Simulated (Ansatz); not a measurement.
Reaction (ligand exchange at the Si–O bond): `O[SiH](Br)[O][AlH2]` + HCl → `O[SiH](Cl)Br` + `[OH][AlH2]`

Gas-phase electronic energies from Ansatz, PBE0-D4/def2-TZVP geometries. CCSD(T)/CBS is the MP2 limit (def2-TZVPP, def2-QZVPP) plus CCSD(T) − MP2 in def2-TZVPP, frozen cores. This one scheme is used for every species. DFT in def2-TZVPP. B3LYP here is the variant with VWN-RPA as its local correlation; programs differ in this. For Br outer-core shells are correlated without core-valence functions, which leaves a few kJ/mol of doubt a bond. Scalar relativity is left out up to krypton. Each species was taken in one conformer, which may not be the lowest.

Task: Is it downhill or uphill in electronic energy at CCSD(T)/CBS, and by how much? (Best estimate.)

Result: Ansatz gave: Uphill: ΔE = +0.38 eV.

Task: What do these levels give: r2SCAN-D4, B3LYP-D4, ωB97X-V, ωB97M-V, PBE, B3LYP, MP2/def2-TZVPP, SCS-MP2/def2-TZVPP, CCSD(T)/def2-TZVPP, HF/def2-QZVPP, MP2/def2-QZVPP, SCS-MP2/def2-QZVPP? (Estimate.)

Result: The calculation gave: r2SCAN-D4 0.34, B3LYP-D4 0.39, ωB97X-V 0.36, ωB97M-V 0.35, PBE 0.22, B3LYP 0.37, MP2/def2-TZVPP 0.38, SCS-MP2/def2-TZVPP 0.42, CCSD(T)/def2-TZVPP 0.43, HF/def2-QZVPP 0.55, MP2/def2-QZVPP 0.36, SCS-MP2/def2-QZVPP 0.40 eV.

Largest T1 diagnostic among the species: 0.012.

In def2-TZVPP, CCSD(T) changes the Hartree–Fock value by −0.10 eV (the triples alone add −0.03 eV) and MP2 by −0.16 eV. From PBE to PBE0 (25 % exact exchange), in def2-TZVPP and without D4, ΔE moves by +0.06 eV.
